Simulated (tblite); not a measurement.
C2H7OSi, doublet, geometry from GFN2-xTB; IPEA1-xTB run with tblite.

Input for tblite:
```
$ tblite run mol.xyz --method ipea1 --charge 0 --spin 1 --json tblite.json --no-restart

# file mol.xyz
11

C     -1.25117299    -1.14189568    -0.08340094
Si    -0.05201846     0.40660041    -0.28931395
C      1.52901773    -0.73370817    -0.00961272
O     -0.23588869     1.46340425     0.79243281
H     -1.03290529    -1.90381264    -0.81733669
H     -1.16645880    -1.53241009     0.91999748
H     -2.23728515    -0.72883310    -0.24052025
H     -0.06203034     0.73298104    -1.71758477
H      1.50806457    -1.13973666     0.99098121
H      2.36169124    -0.05361154    -0.11846018
H      1.57722329    -1.52059366    -0.74806204
```

Problem. What does tblite print? Leave out banner, timings and long lists.

Solution. 
```
xTB calculator
 | screened Coulomb repulsion
 | Coulomb electrostatics
 |  * isotropic Klopman-Ohno-Mataga-Nishimoto electrostatics
 |  * onsite third-order electrostatics
 | DFT-D3(BJ) dispersion correction

halogen bonding energy    0.0000000000000E+00 Eh
repulsion energy          2.2222261043530E-01 Eh
dispersion energy        -3.3021834131836E-03 Eh
number of electrons       2.5000000000000E+01 e
integral cutoff           4.0000000000000E+01 bohr

------------------------------------------------------------
  cycle        total energy    energy error   density error
------------------------------------------------------------
      1     -15.14984186579  -1.5368762E+01   5.1784245E-01
      2     -15.26472571981  -1.1488385E-01   3.1425852E-01
      3     -15.21132362929   5.3402091E-02   2.2322491E-01
      4     -15.39138815925  -1.8006453E-01   2.9324057E-02
      5     -15.39408867447  -2.7005152E-03   7.4960105E-03
      6     -15.39415498667  -6.6312198E-05   4.3063161E-03
      7     -15.39416538883  -1.0402162E-05   1.7392348E-03
      8     -15.39417947648  -1.4087652E-05   1.2028096E-04
      9     -15.39417937416   1.0232454E-07   1.6106556E-04
     10     -15.39417948970  -1.1554390E-07   3.9289484E-05
     11     -15.39417949622  -6.5195636E-09   3.9847787E-06
------------------------------------------------------------

electronic energy        -1.5613099923242E+01 Eh
total energy             -1.5394179496220E+01 Eh

Post processing:
 | Mayer-Wiberg bond orders

[Info] JSON dump of results written to 'tblite.json'
```
